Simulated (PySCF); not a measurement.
Cost of one run: geometry optimisation, `[OH2]->[Sn](<-[OH2])([Cl])([Cl])([Cl])[Cl]` (cis-Sn(H2O)2Cl4).

Method: PBE0-D3(BJ)/def2-SVP geometry optimisation, gas phase, def2 core potentials past Kr (PySCF 2.14.0). Work: geometry optimisation from a GFN1-xTB start shaken at random, density fitting. The input is one job of a driver script: a line of settings, then coordinates in Å.

Input:
```
{"job": {"xc": "PBE0", "basis": "def2-SVP", "d3": "d3bj", "grid": 1, "maxiter": 30, "shake": 0.03, "kind": "geom"}, "charge": 0, "multiplicity": 1}
Sn    -0.578100    -0.071570    -0.607400
O     -0.341400     0.102310     1.782100
H     -0.037110    -0.778820     1.884580
H     -1.109920     0.141350     2.143860
Cl    -0.271020    -0.250040    -2.979280
O      1.762740    -0.069130    -0.329380
H      1.945480     0.837490    -0.109440
H      2.174640    -0.225700    -1.213420
Cl    -2.971050     0.228360    -0.169950
Cl    -0.055160     2.304330    -0.385300
Cl    -0.421040    -2.304100     0.014530
```

Hardware: one thread, AMD EPYC 7R43 (x86_64), no GPU, shared host with 256 logical CPUs at a one-minute load of 109. PySCF's memory limit was set to 2320 MB.

How large is the basis?

146 functions.

Estimate the wall time.

About 4.0 min. The run took 18 energy-and-gradient evaluations and 122 SCF cycles, 13 s an evaluation on average.

Estimate the peak memory.

About 0.62 GiB. Peak memory is the resident size of the whole Python process, interpreter and libraries included.

The output:
```
step   0  E = -2206.68288493  max force = 0.165330
step   1  E = -2206.70619979  max force = 0.014509
step   2  E = -2206.70221768  max force = 0.014446
step   3  E = -2206.70713500  max force = 0.005800
step   4  E = -2206.70781617  max force = 0.006340
step   5  E = -2206.70872029  max force = 0.004255
step   6  E = -2206.70908140  max force = 0.003193
step   7  E = -2206.70942604  max force = 0.001508
step   8  E = -2206.70969684  max force = 0.001523
step   9  E = -2206.70984310  max force = 0.001190
step  10  E = -2206.70996327  max force = 0.001111
step  11  E = -2206.71005151  max force = 0.001322
step  12  E = -2206.71010239  max force = 0.001784
step  13  E = -2206.71016385  max force = 0.001595
step  14  E = -2206.71019992  max force = 0.000824
step  15  E = -2206.71021154  max force = 0.000486
step  16  E = -2206.71022795  max force = 0.000391
step  17  E = -2206.71023338  max force = 0.000324
optimisation converged
```

Energies in Eh; «max force» is the largest Cartesian gradient component in Eh/bohr.

Other jobs ran on the host; a repeat could differ by tens of per cent or more.

The run converged: final energy -2206.71023 Eh after 17 steps; dipole 4.29 D.
